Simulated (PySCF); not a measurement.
Isomers of C2H14OSi4, from PBE0-D3(BJ)/def2-SVP geometry optimisation, gas phase in PySCF. One conformer each, no zero-point energy, no frequencies.

Question: Which isomer lies lower at this level?
A. `[CH3:1][CH2:2][O:3][Si@@H:4]([SiH3:5])[SiH2:6][SiH3:7]` with C1–C2–O3–Si4 173°, C2–O3–Si4–Si5 61°, O3–Si4–Si6–Si7 20°: A = 1094, B = 824.0, C = 503.6 MHz, dipole 1.22 D
B. `[CH3:1][O:2][CH2:3][Si@@H:4]([SiH3:5])[SiH2:6][SiH3:7]` with C1–O2–C3–Si4 -178°, O2–C3–Si4–Si5 -52°, C3–Si4–Si6–Si7 -37°: A = 1101, B = 923.5, C = 663.9 MHz, dipole 2.15 D

Answer: A. That is `O(CC)[Si@@H]([SiH3])[SiH2][SiH3]`, 26.8 kcal/mol below the other.

```json
{"SMILES": "CCO[Si@@H]([SiH3])[SiH2][SiH3]", "mapped SMILES": "[CH3:1][CH2:2][O:3][Si@@H:4]([SiH3:5])[SiH2:6][SiH3:7]", "E (Eh)": "-1316.71239", "relative (kcal/mol)": "0.0", "relative (kJ/mol)": "0.0", "dipole (D)": "1.22"}
{"SMILES": "COC[Si@@H]([SiH3])[SiH2][SiH3]", "mapped SMILES": "[CH3:1][O:2][CH2:3][Si@@H:4]([SiH3:5])[SiH2:6][SiH3:7]", "E (Eh)": "-1316.66969", "relative (kcal/mol)": "26.8", "relative (kJ/mol)": "112.1", "dipole (D)": "2.15"}
```

As drawn, the lower has an Si–O bond, which the higher lacks; the higher has an Si–C bond, which the lower lacks.
